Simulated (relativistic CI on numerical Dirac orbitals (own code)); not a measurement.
## Ni+: what numerical and physical settings do to a radial Dirac CI calculation

Reference input:

```
atom Ni  Z=28  charge=1  electrons=27
nucleus A=58  rms_radius_fm=3.7757
hamiltonian dirac-coulomb  breit=on  qed=on  c_scale=1
orbitals kli  potential=per-configuration
slater_scale 1
correlation none
mixing on
grid step=0.0125 r_max=74.5
scf mixing=0.4 start=green max_iterations=150 tolerance=2e-08 node_fill=0.05
configurations
  [Ar] 3d9
  [Ar] 3d8 4s
end
```

Computed lowest total energy -1518.08500 Ha, first excitation 937.9 cm⁻¹, 24 SCF steps. Runs with settings changed; * marks those that are bad on purpose (the QED terms keep the true α when c is scaled):

```csv
Changed,Outcome,Lowest level,ΔE (Ha),First excitation (cm⁻¹),SCF steps,Message
speed of light × 10,converged,3d8.4s 4F_9/2,11.7,10.3,24,
"grid step 0.04, SCF mixing 0.9",converged,3d8.4s 4F_9/2,0.000258,937.9,30,
"Breit term off, SCF tolerance 0.0001",converged,3d8.4s 4F_9/2,-0.602,993.9,17,
end of the grid at 37.25 bohr,converged,3d8.4s 4F_9/2,-2.27e-13,937.9,24,
end of the grid at 2.23 bohr *,not converged,,,,12,orbital 3s not found
nuclear radius 377.57 fm *,converged,3d8.4s 4F_9/2,33.8,945.3,24,
```

With so few configurations and no correlation the model can put configurations in the wrong order; the tabulated ground configuration is [Ar] 3d9.
